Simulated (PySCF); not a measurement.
An unknown shows these calculated signals:

1H NMR (600 MHz, computed): δ 5.40 (t, 1H), 2.07 (m, 2H), 1.88 (s, 3H), 1.76 (s, 3H), 1.39 (m, 2H), 0.92 (t, 3H).

13C{1H} NMR (computed): δ 140.3 (C), 133.2 (CH), 33.9 (CH2), 30.2 (CH3), 26.2 (CH2), 19.7 (CH3), 14.3 (CH3).

How the numbers were obtained: GFN2-xTB structure, GIAO PBE0/pcSseg-1 shieldings, in PySCF (one conformer, in vacuum, averaged over atoms made equivalent by symmetry, fast rotation or ring inversion, relativity neglected).

δ = σ(ref) − σ, references computed at the same level: TMS for 1H (σ = 31.72 ppm) and 13C (σ = 186.93 ppm).

Which of these does the molecule contain: a CH3CH2 unit, a methoxy group, an NH or NH2 group, an OH group, a non-aromatic C=C double bond?

Answers


- A CH3CH2 unit: yes (δC 14.3, 26.2; δH 0.92 (t), 1.39 (m)).
- A methoxy group: no.
- An NH or NH2 group: no.
- An OH group: no.
- A non-aromatic C=C double bond: yes.

The data belong to SMILES CCCC=C(C)C, C7H14; they needn't prove each group on their own.

Carbon signals by region: 2 in the sp2 and nitrile region (100–160 ppm), 5 below 50 ppm.

Shifts are as computed. Against solution values, carbons near 30 ppm lie about +3 ppm off and those near 130 ppm about +5 ppm. Of 1211 compounds with measured shifts, 218 miss one by over three times the rms of a fit or turn the order of signals round; such compounds aren't used in these exercises. Multiplicities follow the n + 1 count of equivalent neighbours, as no J values were calculated; m marks all less simple cases, F and P coupling included.
